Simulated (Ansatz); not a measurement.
## Ansatz (development build ahead of 0.2.0) run

```yaml
crystal:
  periodic: [false, false, false]
  atoms:
    - { symbol: Mn, position_ang: [0.0, 0.0, 0.0] }
    - { symbol: Cl, position_ang: [0.0, 0.0, 2.2172] }
basis:
  gaussian: { orbitals: pcseg-2 }
hamiltonian:
  xc: { name: wB97X }
```

The input is written out in the form of the current development build from the run's settings.

Output:

| Item | Value |
| --- | --- |
| Converged | yes |
| Total energy | -1611.14135 hartree |
| Spin squared of the determinant | 0.000 |
| Stability test | minimum among restricted orbitals |

Caution: another spin multiplicity may lie lower; an unrestricted determinant lies well below.
